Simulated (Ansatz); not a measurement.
Geometry optimisation, RKS r2SCAN/STO-3G in Ansatz.

input.yaml

```yaml
crystal:
  periodic: [false, false, false]
  atoms:
    - { symbol: B, position_ang: [0.0, 0.0, 0.0] }
    - { symbol: O, position_ang: [0.0, 0.0, 1.41] }
    - { symbol: H, position_ang: [-0.9095, -0.2814, 1.7471] }
    - { symbol: C, position_ang: [1.3856, 0.0, -0.8] }
    - { symbol: H, position_ang: [1.7152, -1.0462, -0.9702] }
    - { symbol: H, position_ang: [1.2491, 0.508, -1.7774] }
    - { symbol: H, position_ang: [2.1552, 0.5381, -0.2082] }
    - { symbol: C, position_ang: [-1.3856, 0.0, -0.8] }
    - { symbol: H, position_ang: [-1.9458, -0.9305, -0.5708] }
    - { symbol: H, position_ang: [-1.9898, 0.8797, -0.4946] }
    - { symbol: H, position_ang: [-1.1839, 0.0508, -1.8903] }
basis:
  gaussian: { orbitals: STO-3G }
hamiltonian:
  xc: r2scan
relax:
  f_tol: 0.02
  max_steps: 40
```

Launched with:

```bash
$ ansatz run input.yaml --threads 1 --pin off --max-ram 2048MiB --backend cpu --events-out ev --progress --plain --runs-dir out
```

Q: Where does it end, and by what steps?

A: The forces met the threshold. The force dipped under the threshold on the way, but the program's further checks kept it going. Limits of this set-up: minimal basis. After 28 steps the energy has fallen by 0.257 eV; H11 moved furthest, 1.00 Å.

| step | energy less start (eV) | largest force component (eV/Å) | accepted |
| --- | --- | --- | --- |
| 0 | 0.0000 | 1.948 | yes |
| 1 | -0.0925 | 2.655 | yes |
| 2 | -0.1966 | 0.747 | yes |
| 3 | -0.1886 | 1.689 | no |
| 4 | -0.2205 | 0.090 | yes |
| 5 | -0.2235 | 0.213 | yes |
| 6 | -0.2323 | 0.021 | yes |
| 7 | -0.2155 | 0.632 | no |
| 8 | -0.2347 | 0.156 | yes |
| 9 | -0.2298 | 0.252 | no |
| 10 | -0.2380 | 0.053 | yes |
| 11 | -0.2397 | 0.062 | yes |
| 12 | -0.2402 | 0.187 | yes |
| 13 | -0.2422 | 0.103 | yes |
| 14 | -0.2430 | 0.272 | yes |
| 15 | -0.2509 | 0.100 | yes |
| 16 | -0.2233 | 0.885 | no |
| 17 | -0.2534 | 0.016 | yes |
| 18 | -0.2534 | 0.232 | yes |
| 19 | -0.2550 | 0.053 | yes |
| 20 | -0.2560 | 0.010 | yes |
| 21 | -0.2552 | 0.185 | no |
| 22 | -0.2565 | 0.021 | yes |
| 23 | -0.2565 | 0.104 | no |
| 24 | -0.2557 | 0.118 | no |
| 25 | -0.2567 | 0.010 | yes |
| 26 | -0.2569 | 0.038 | yes |
| 27 | -0.2570 | 0.024 | yes |
| 28 | -0.2571 | 0.015 | yes |

```xyz
11
Properties=species:S:1:pos:R:3
B -0.006 -0.067 0.001
O 0.070 -0.230 1.352
H -0.872 -0.369 1.714
C 1.367 0.157 -0.755
H 1.544 -0.646 -1.485
H 1.351 1.096 -1.328
H 2.226 0.190 -0.074
C -1.389 -0.100 -0.781
H -2.258 -0.292 -0.136
H -1.564 0.855 -1.298
H -1.378 -0.874 -1.563
```

Time of the run: 60 s on 1 thread of Arm Neoverse V2 (shared host), peak memory 0.13 GiB.
